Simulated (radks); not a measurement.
Values are calculated unless marked as measured or tabulated.
Task: Spin polarisation of the 3d8 shell in the nickel ion Ni2+. Start: [Ar] 3d(up 4, down 4); electrons of 3d are moved from spin down to spin up, other shells keep equal spins. Level of theory: scalar-relativistic Kohn-Sham, LDA (Slater exchange, Perdew-Wang correlation), spin-polarised, spherical densities, point nucleus (a radial shooting solver on a logarithmic mesh with Libxc functionals). Estimate the energy gained and the exchange splitting at a moment of 2 Bohr magnetons.

Result: At moment 2 the spin-polarisation energy is -0.977 eV and the 3d exchange splitting 1.954 eV, that is 0.977 eV per Bohr magneton; E = -I m^2/4 would give I = 0.977 eV.
